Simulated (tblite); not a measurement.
Species: C₄H₈F₃NSi₂.
Numbering: `[CH:1]#[C:2][CH2:3][NH:4][SiH2:5][C:6]([F:7])([F:8])[SiH2:9][F:10]` (hydrogens: H11 on C1; H12, H13 on C3; H14 on N4; H15, H16 on Si5; H17, H18 on Si9)

The geometry is computed with GFN2-xTB (gas phase).

Problem. Give the optimised bond lengths and angles.

Solution. 
```json
{"bond": "C1≡C2", "length (Å)": "1.197"}
{"bond": "C2–C3", "length (Å)": "1.447"}
{"bond": "C3–N4", "length (Å)": "1.457"}
{"bond": "N4–Si5", "length (Å)": "1.708"}
{"bond": "Si5–C6", "length (Å)": "1.936"}
{"bond": "C6–F7, C6–F8", "length (Å)": "1.387"}
{"bond": "C6–Si9", "length (Å)": "1.925"}
{"bond": "Si9–F10", "length (Å)": "1.609"}
{"bond": "C1–H11", "length (Å)": "1.049"}
{"bond": "C3–H12, C3–H13", "length (Å)": "1.098"}
{"bond": "N4–H14", "length (Å)": "1.010"}
{"bond": "Si5–H15, Si5–H16", "length (Å)": "1.465"}
{"bond": "Si9–H17, Si9–H18", "length (Å)": "1.451"}
```

Bonds in one row agree within 0.01 Å and their mean is given. A selection of angles:
```json
{"angle": "C1–C2–C3", "degrees": "176.4"}
{"angle": "C2–C3–N4", "degrees": "111.2"}
{"angle": "C3–N4–Si5", "degrees": "122.9"}
{"angle": "N4–Si5–C6", "degrees": "102.5"}
{"angle": "Si5–C6–F7", "degrees": "107.6"}
{"angle": "Si5–C6–Si9", "degrees": "119.3"}
{"angle": "F7–C6–F8", "degrees": "103.6"}
{"angle": "F7–C6–Si9", "degrees": "108.6"}
{"angle": "C6–Si9–F10", "degrees": "104.8"}
{"angle": "H14–N4–C3", "degrees": "112.3"}
{"angle": "H14–N4–Si5", "degrees": "119.9"}
```

Torsions: C2–C3–N4–Si5 -160° (antiperiplanar); C3–N4–Si5–C6 -174° (antiperiplanar); N4–Si5–C6–F7 -169° (antiperiplanar); Si5–C6–Si9–F10 42° (synclinal). The mirror-image conformer, all signs reversed, is as good.

Si9 (fluorine-bound silicon) is distorted tetrahedral (angles from 104.8° to 117.6°). Si5 (SiH2 silicon) is distorted tetrahedral (angles from 102.5° to 117.2°). N4 (silicon-bound nitrogen) has angles 122.9°, 119.9° and 112.3°, sum 355.1°, 0.17 Å off the plane of its three neighbours. Of the pairs four or more bonds apart, F8···H14 is among the closest relative to their van der Waals radii: 2.75 Å, 103 % of the sum of Bondi's values. The 2 C–C bonds span 1.197 Å (C1≡C2, drawn triple) to 1.447 Å (C2–C3, drawn single), a spread of 0.250 Å.

Point group: C1 (no symmetry element, even within 0.4 Å). GFN2-xTB frequencies show an imaginary mode (75i cm⁻¹), so the point is no minimum at that level. 3 starts were optimised and ended at 0.00, 1.02 and 1.71 kcal/mol (GFN2-xTB); the lowest of these is shown.
